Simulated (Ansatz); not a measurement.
Species: ZnBr2 (charge 0, singlet). 
Structure (B3LYP-D3(BJ)/def2-TZVP (Ansatz, a program for electronic structure) minimum search):
```
Zn
Br 1 2.2411
Br 1 2.2411 2 180.00
```

Wanted: atomisation energy (electronic, to ground-state atoms), in kcal/mol. Cores are frozen in the correlated levels unless marked. UHF or UKS for open shells. Spin-orbit coupling is left out. Frozen are the shells of the preceding noble gas and the d and f shells that filled before the atom's block. Non-relativistic. The coupled-cluster limit lacks core correlation, which all-electron functionals hold. CBS marks a two-point X^-3 extrapolation of the correlation energy; Hartree-Fock from the larger set. [CCSD(T)-MP2]/basis is that difference in the basis named.

```json
[
 {"level": "HF/6-31G*", "program": "Ansatz", "atomisation energy (kcal/mol)": "114.2"},
 {"level": "HF/def2-QZVPPD", "program": "Ansatz", "atomisation energy (kcal/mol)": "108.3"},
 {"level": "SVWN5/def2-TZVPD", "program": "Ansatz", "atomisation energy (kcal/mol)": "157.9"},
 {"level": "BLYP-D4/def2-TZVPD", "program": "Ansatz + dftd4", "atomisation energy (kcal/mol)": "123.6"},
 {"level": "revPBE-D3(BJ)/def2-TZVPD", "program": "Ansatz + dftd3", "atomisation energy (kcal/mol)": "129.8"},
 {"level": "r2SCAN-D3(BJ)/def2-TZVPD", "program": "Ansatz + dftd3", "atomisation energy (kcal/mol)": "142.3"},
 {"level": "PBE0-D3(BJ)/def2-TZVP", "program": "Ansatz + dftd3", "atomisation energy (kcal/mol)": "137.9"}
]
```

**Question.** Predict the RI-MP2/CBS(def2-TZVPPD,def2-QZVPPD)+[CCSD(T)-MP2]/def2-TZVPPD result (Ansatz).

**Answer.** 137.2 kcal/mol
